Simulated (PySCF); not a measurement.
# Ionisation energy of Au²⁺ by level of theory

Au²⁺ [Xe] 4f14 5d9 (2D) → Au³⁺ [Xe] 4f14 5d8 (3F), as a difference of total energies. Computed with PySCF 2.14 in ANO-RCC-VTZP (8s7p5d3f1g, 84 functions), with the spin-free X2C one-electron Hamiltonian (Gaussian nucleus). Correlated levels: valence: [Xe] 4f14 frozen. The calculations carry no spin-orbit coupling.

| method | ionisation energy (eV) |
| --- | --- |
| UHF | 30.943 |
| MP2 (valence) | 32.638 |
| SCS-MP2 (valence) | 32.531 |
| CCSD (valence) | 32.447 |
| CCSD(T) (valence) | 32.531 |

**Question.** How much does correlation contribute at CCSD(T) (valence)?

**Answer.** 32.531 − (30.943) = 1.588 eV, measured against UHF.

A first-order spin-orbit estimate (lowest level to lowest level, LS coupling) adds -0.427 eV.

Errors of the correlated levels include the incompleteness of this basis and the frozen core.

For comparison: 30 ± 1.6 eV (theoretical estimate listed by NIST; NIST Atomic Spectra Database, ionization energies).
